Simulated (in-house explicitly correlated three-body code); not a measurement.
Computed with an exponentially correlated three-body code. Model: two electrons around a point charge, non-relativistic, variational in 260 exponentially correlated functions (energies converged to about 1e-7 hartree, or 1e-8 relative for large Z).

Command:
```bash
python run_hyl.py task.json out
```
Settings (lengths in bohr, energies in hartree):
```
Z                      2
screening              0.01
interaction_strength   1
functions              260
states_tried           13
```

Run time, properties included: 49 s on 1 thread of Intel(R) Xeon(R) Platinum 8488C (Sapphire Rapids) (shared host).

**Those bound S and P states to n = 4 that converged, binding against the one-electron ion.**

Given: nuclear charge 2; Yukawa screening of all interactions 0.01 1/bohr.

Computed: one-electron threshold -1.98007475 hartree.

```
term  energy (hartree)  binding (eV)
1 1S       -2.87383879        24.321
2 3S        -2.1455134        4.5018
2 1S       -2.11630001        3.7069
2 3P                 ?             ?
2 1P                 ?             ?
3 3S       -2.03928896        1.6113
3 1S        -2.0319326        1.4111
3 3P       -2.02872364        1.3238
3 1P       -2.02582235        1.2449
4 3S       -2.00754433       0.74749
4 1S       -2.00469612       0.66998
4 3P        -2.0034266       0.63544
4 1P        -2.0022134       0.60242
```

(1) What belongs in the row 2 3P?

(2) What belongs in the row 2 1P?

**Converged states only, values per electron or pair (inverse distances are <exp(-kr)/r>).**

```tsv
term	mean r (bohr)	mean r squared (bohr²)	mean inverse r (1/bohr)	mean r12 (bohr)	mean inverse r12 (1/bohr)	mean cosine	mean p1 dot p2 (bohr⁻²)	delta r1 (bohr⁻³)	delta r12 (bohr⁻³)
1 1S	0.9295	1.1936	1.6783	1.4221	0.93586	-0.064199	0.15905	1.8104	0.10634
2 3S	2.5517	11.478	1.1447	4.4499	0.2583	-0.01582	0.0074264	1.3203	-
2 1S	2.9751	16.115	1.1254	5.2736	0.23976	-0.01463	0.0094837	1.3094	0.0086348
2 3P	2.6765	13.242	1.1232	4.7048	0.25665	-0.036646	-0.064435	1.2589	-
2 1P	2.9137	15.805	1.1132	5.1442	0.23504	-0.0047671	0.045917	1.2743	0.00073316
3 3S	5.873	69.144	1.0537	11.033	0.10749	-0.0042127	0.0018794	1.2849	-
3 1S	6.5354	86.562	1.0486	12.352	0.10164	-0.0042757	0.0026043	1.283	0.0024112
3 3P	6.3488	82.879	1.048	11.986	0.10596	-0.010315	-0.01818	1.2691	-
3 1P	?	?	?	?	?	?	?	?	?
4 3S	?	?	?	?	?	?	?	?	-
4 1S	11.685	288.1	1.0226	22.636	0.052954	-0.0017428	0.0010405	1.2771	0.00096982
4 3P	11.618	287.42	1.0223	22.505	0.054582	-0.0041614	-0.0073237	1.2715	-
4 1P	12.114	312.78	1.021	23.494	0.051946	-0.00045433	0.0060414	1.2733	0.00010761
```

(3) What belongs in the row 3 1P?

(4) What belongs in the row 4 3S?

**Electric-dipole lines between converged S and P states, rate of the upper state's decay.**

| s state | p state | p minus s (eV) | oscillator strength from s | rate (1/s) |
| --- | --- | --- | --- | --- |
| 1 1S | 2 1P | 21.216 | 0.27555 | 1.794e+09 |
| 1 1S | 3 1P | ? | ? | ? |
| 1 1S | 4 1P | 23.718 | 0.028911 | 2.3524e+08 |
| 2 1S | 2 1P | 0.60237 | 0.3773 | 1.9801e+06 |
| 2 1S | 3 1P | 2.462 | 0.14962 | 1.3118e+07 |
| 2 1S | 4 1P | 3.1045 | 0.047785 | 6.6612e+06 |
| 3 1S | 2 1P | -1.6934 | -0.1452 | 1.8067e+07 |
| 3 1S | 3 1P | 0.16627 | 0.63007 | 251940 |
| 3 1S | 4 1P | 0.8087 | 0.13884 | 1.3134e+06 |
| 4 1S | 2 1P | -2.4345 | -0.025529 | 6.5656e+06 |
| 4 1S | 3 1P | -0.57487 | -0.30582 | 4.3856e+06 |
| 4 1S | 4 1P | 0.067558 | 0.86801 | 57302 |
| 2 3S | 2 3P | 1.1443 | 0.53976 | 1.0223e+07 |
| 2 3S | 3 3P | 3.178 | 0.063569 | 9.2864e+06 |
| 2 3S | 4 3P | 3.8664 | 0.02497 | 5.3991e+06 |
| 3 3S | 2 3P | -1.7462 | -0.20827 | 2.7556e+07 |
| 3 3S | 3 3P | ? | ? | ? |
| 3 3S | 4 3P | 0.97586 | 0.047673 | 656660 |
| 4 3S | 2 3P | -2.61 | -0.03137 | 9.2726e+06 |
| 4 3S | 3 3P | -0.57632 | -0.43383 | 6.2526e+06 |
| 4 3S | 4 3P | 0.11205 | 1.221 | 221730 |

(5) What belongs in the row 1 1S 3 1P?

(6) What belongs in the row 3 3S 3 3P?

**Static dipole response.**

```tsv
state	polarisability (bohr³)
1 1S	1.3834
2 3S	316.18
```

## Answers

(1) energy (hartree): -2.10345981; binding (eV): 3.3575.

(2) energy (hartree): -2.09416329; binding (eV): 3.1045.

(3) mean r (bohr): 6.7114; mean r squared (bohr²): 92.808; mean inverse r (1/bohr): 1.045; mean r12 (bohr): 12.701; mean inverse r12 (1/bohr): 0.09963; mean cosine: -0.0011659; mean p1 dot p2 (bohr⁻²): 0.014377; delta r1 (bohr⁻³): 1.2736; delta r12 (bohr⁻³): 0.00024893.

(4) mean r (bohr): 10.766; mean r squared (bohr²): 243.42; mean inverse r (1/bohr): 1.0246; mean r12 (bohr): 20.8; mean inverse r12 (1/bohr): 0.055511; mean cosine: -0.0016445; mean p1 dot p2 (bohr⁻²): 0.00072286; delta r1 (bohr⁻³): 1.2777.

(5) p minus s (eV): 23.076; oscillator strength from s: 0.072662; rate (1/s): 5.5964e+08.

(6) p minus s (eV): 0.2875; oscillator strength from s: 0.89355; rate (1/s): 1.0683e+06.
